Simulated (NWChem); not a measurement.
# CH₄Be; SMILES [BeH][CH3]

All runs: NWChem. Pople sets run with spherical d functions. All runs use the structure optimised with PBE-D3(BJ)/def2-SVP. Static field.

For level PBE/6-31+G*:

isotropic polarisability (bohr³): 29.7

**Question.** Estimate the same quantities for level B3LYP/6-31+G*.

**Answer.** 
| Item | Result |
|---|---|
| isotropic polarisability (bohr³) | 28.3 |
